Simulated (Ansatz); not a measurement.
C$_{2}$H$_{7}$FInN, SMILES `C[NH][In]([CH3])[F]` from Hartree–Fock to CCSD(T)

Z-matrix (Å, degrees):
```
C
N 1 1.442
H 1 1.098 2 112.5
H 1 1.098 2 112.6 3 121.6
H 1 1.093 2 110.5 3 -119.2
In 2 1.991 1 129.6 3 119.5
H 2 1.008 1 113.8 3 -60.7
F 6 1.969 2 105.3 1 179.9
C 6 2.121 2 138.1 1 -0.2
H 9 1.089 6 108.4 2 178.2
H 9 1.090 6 110.0 2 -62.0
H 9 1.090 6 110.1 2 58.2
```

Charge 0, multiplicity 1. Correlated methods include outer-core shells of In, which these sets cover unevenly. In: def2 effective core potential. Geometry: relaxed with PBE0-D4/def2-TZVP. It is one conformer, not always the lowest. Frozen core, restricted reference, the Gaussian-basis code of Ansatz.

```
     basis     HF (Eh)  MP2 corr.
  def2-SVP  -422.73967   -0.73914
def2-TZVPP  -423.03228   -1.11294
def2-QZVPP  -423.04570   -1.36476
```

Question: Estimate the CCSD correlation energy and the (T) correction in each basis where they were run (hartree).

Answer: 
```csv
basis,CCSD corr.,(T)
def2-SVP,-0.78467,-0.02044
def2-TZVPP,-1.13579,-0.03995
```
